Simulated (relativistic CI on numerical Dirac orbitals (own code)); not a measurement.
## Cr⁺: L2,3 absorption edge

Computed with this model: Dirac-Coulomb-Breit CI, separate exchange-only KLI orbitals for each configuration, model QED (radiative potential, 1s self-energy scaled to tabulated hydrogen-like ionisation energies), valence Slater integrals scaled by 0.7, multiplet model of core-to-valence dipole absorption; configurations [Ar] 3d5 → [He] 2s2 2p5 3s2 3p6 3d6; 300 K; Lorentzian 0.24 eV and Gaussian 0.3 eV FWHM. Energies are those of the free ion, without screening or charge transfer. The branching ratio is the share of the lower-energy edge in the whole absorption, uncertain by about 0.02 where the edges overlap. S is read from ⟨S²⟩ = S(S + 1).

Field parameters in Wybourne normalisation: D3d B²₀ = −7Dσ, B⁴₀ = −14Dq − 21Dτ, B⁴₃ = −14√(10/7) Dq. The field is a parameter set, without covalency.

Peaks in eV (height, largest 100): 575.6 (100), 576.4 (37), 578.3 (11), 584.1 (20), 585.2 (33).

Question: Which surroundings give this spectrum?
A. D3d, 10Dq = 6950, Dσ = 1200, Dτ = -300 cm⁻¹
B. D3d, 10Dq = 6950, Dσ = -1200, Dτ = -300 cm⁻¹
C. free ion
D. D3d, 10Dq = 6950, Dσ = 860, Dτ = -300 cm⁻¹

Answer: C. free ion, where the ground state has S = 2.50.
